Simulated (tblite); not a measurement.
C7H11S (doublet state).
Bonds: C1–C2, C2–C3, C3–C4, C4–C5, C5–C6, C6–S7, C5–C8, C3–S7, C3–C8. Hydrogens: H9, H10, H11 on C1; H12, H13 on C2; H14, H15 on C4; H16, H17 on C6; H18, H19 on C8.

Computed with GFN2-xTB (tblite), gas phase: L-BFGS steps from a force-field or distance-geometry start until the largest atomic force falls under 0.01 eV/Å.

Step 15: E = -646.0930 eV
```
atom  x, y, z in Å  |  force x, y, z in eV/Å
C1     -2.4009   -0.6704   -0.4983   -0.006  -0.034   0.065
C2     -1.4789    0.5421   -0.3351   -0.090  -0.006  -0.037
C3     -0.0140    0.2052   -0.1553   -0.057   0.068   0.025
C4      0.9879    1.3560    0.1138    0.020  -0.022  -0.015
C5      1.8245    0.1936    0.6014   -0.086  -0.062  -0.105
C6      2.3774   -0.5109   -0.5662   -0.026  -0.009  -0.037
S7      0.7655   -0.7026   -1.5687    0.075   0.041   0.085
C8      0.5753   -0.5289    1.0721   -0.002  -0.003  -0.024
H9     -1.8609   -1.5072   -0.9388   -0.007   0.074  -0.003
H10    -2.8077   -0.9793    0.4611    0.116  -0.095   0.050
H11    -3.2471   -0.4395   -1.1454    0.133   0.071   0.034
H12    -1.7926    1.1464    0.5214   -0.045  -0.029  -0.027
H13    -1.5504    1.1728   -1.2237    0.037   0.015  -0.044
H14     0.6404    2.0233    0.9018    0.022  -0.050  -0.074
H15     1.3631    1.9168   -0.7403   -0.041   0.022   0.041
H16     2.7821   -1.5008   -0.3690   -0.049   0.016  -0.004
H17     3.0585    0.0729   -1.1806    0.045  -0.004   0.069
H18     0.1580   -0.1640    2.0087    0.057  -0.021  -0.044
H19     0.6099   -1.6162    1.0488   -0.096   0.027   0.046
```

Step 16: E = -646.0974 eV
```
atom  x, y, z in Å  |  force x, y, z in eV/Å
C1     -2.3936   -0.6713   -0.4947    0.004  -0.052   0.027
C2     -1.4793    0.5470   -0.3381   -0.115  -0.027  -0.019
C3     -0.0152    0.2101   -0.1559   -0.085   0.106   0.086
C4      0.9902    1.3562    0.1154    0.036  -0.001  -0.009
C5      1.8223    0.1925    0.6060   -0.084  -0.084  -0.179
C6      2.3705   -0.5132   -0.5654    0.013  -0.013  -0.021
S7      0.7582   -0.7003   -1.5627    0.112  -0.004  -0.008
C8      0.5691   -0.5271    1.0711    0.052   0.008  -0.008
H9     -1.8520   -1.4991   -0.9478    0.018   0.037  -0.002
H10    -2.7872   -0.9922    0.4666    0.112  -0.067   0.030
H11    -3.2435   -0.4444   -1.1366    0.075   0.081   0.045
H12    -1.8017    1.1504    0.5149   -0.017   0.002  -0.012
H13    -1.5526    1.1725   -1.2304    0.038   0.010  -0.035
H14     0.6464    2.0239    0.9030   -0.003  -0.019  -0.052
H15     1.3707    1.9154   -0.7371   -0.042   0.032   0.029
H16     2.7757   -1.5038   -0.3681   -0.058   0.037  -0.016
H17     3.0507    0.0698   -1.1834    0.037  -0.020   0.097
H18     0.1552   -0.1639    2.0086    0.027  -0.020  -0.017
H19     0.6063   -1.6132    1.0423   -0.119  -0.006   0.063
```

Step 17: E = -646.1020 eV
```
atom  x, y, z in Å  |  force x, y, z in eV/Å
C1     -2.3854   -0.6731   -0.4901    0.019  -0.054  -0.015
C2     -1.4816    0.5522   -0.3417   -0.093  -0.032   0.009
C3     -0.0181    0.2174   -0.1550   -0.080   0.097   0.104
C4      0.9932    1.3565    0.1168    0.028   0.021  -0.008
C5      1.8186    0.1899    0.6081   -0.046  -0.073  -0.184
C6      2.3630   -0.5161   -0.5653    0.047  -0.017  -0.011
S7      0.7519   -0.6979   -1.5563    0.103  -0.041  -0.110
C8      0.5626   -0.5251    1.0697    0.069   0.012   0.006
H9     -1.8414   -1.4895   -0.9579    0.046  -0.012  -0.008
H10    -2.7621   -1.0080    0.4735    0.101  -0.033   0.005
H11    -3.2383   -0.4485   -1.1260   -0.008   0.076   0.058
H12    -1.8122    1.1550    0.5073   -0.002   0.039   0.004
H13    -1.5543    1.1723   -1.2384    0.026  -0.004  -0.016
H14     0.6532    2.0244    0.9034   -0.026   0.021  -0.007
H15     1.3784    1.9147   -0.7331   -0.038   0.043  -0.001
H16     2.7674   -1.5068   -0.3674   -0.052   0.028  -0.023
H17     3.0429    0.0661   -1.1847    0.043  -0.024   0.107
H18     0.1527   -0.1644    2.0082    0.001  -0.007   0.022
H19     0.5999   -1.6101    1.0365   -0.138  -0.041   0.069
```

Problem. Estimate the geometry and energy of step 18. (The exact step hangs on the optimiser's Hessian estimate; all steps are aligned on step 17, rigid shifts and turns removed.)

Solution. E = -646.1065 eV, largest force 0.183 eV/Å
```
atom  x, y, z in Å  |  force x, y, z in eV/Å
C1     -2.3768   -0.6760   -0.4859    0.031  -0.040  -0.049
C2     -1.4855    0.5573   -0.3453   -0.032  -0.020   0.035
C3     -0.0223    0.2263   -0.1525   -0.037   0.037   0.063
C4      0.9965    1.3574    0.1183   -0.003   0.035  -0.009
C5      1.8143    0.1862    0.6074    0.006  -0.032  -0.115
C6      2.3560   -0.5195   -0.5656    0.061  -0.020  -0.013
S7      0.7471   -0.6962   -1.5518    0.051  -0.043  -0.170
C8      0.5569   -0.5229    1.0687    0.042   0.006   0.013
H9     -1.8295   -1.4801   -0.9687    0.062  -0.051  -0.019
H10    -2.7344   -1.0248    0.4805    0.084  -0.003  -0.024
H11    -3.2339   -0.4517   -1.1140   -0.083   0.053   0.072
H12    -1.8228    1.1608    0.4997   -0.001   0.068   0.016
H13    -1.5555    1.1720   -1.2469    0.006  -0.026   0.009
H14     0.6598    2.0258    0.9038   -0.036   0.053   0.038
H15     1.3859    1.9151   -0.7289   -0.036   0.052  -0.033
H16     2.7581   -1.5096   -0.3670   -0.032  -0.011  -0.024
H17     3.0357    0.0619   -1.1845    0.070  -0.013   0.092
H18     0.1498   -0.1653    2.0084   -0.008   0.011   0.054
H19     0.5907   -1.6076    1.0321   -0.148  -0.057   0.065
```

The energy changes by -0.0045 eV. The first-order estimate −F·Δx gives -0.0062 eV and the mean of the old and new forces, exact on a quadratic surface, -0.0045 eV. The step makes an angle of 74° with the force vector and moves no atom by more than 0.033 Å.

The cost below is that of the whole relaxation. On one thread of an Arm Neoverse V1, shared host with 64 logical CPUs at a one-minute load of 41, this took 0.51 s of wall time.
